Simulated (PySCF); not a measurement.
A structure optimised at B3LYP-D3(BJ)/def2-SVP, used in a PySCF frequency run:

```xyz
6

O      1.4394     1.5686     0.0000
Sn     0.0014     0.2267     0.0000
F     -1.6539     1.2243     0.0000
Cl     0.0659    -1.0989     1.9123
Cl     0.0659    -1.0989    -1.9123
H      1.0591     2.4620     0.0000
```

Task: Write its SMILES, formula and point group.

Result: [OH][Sn]([F])([Cl])[Cl], Cl2FHOSn, Cs

Task: What are its rotational constants (standard atomic weights)?

Result: 2.0040, 1.4627, 1.1885 GHz
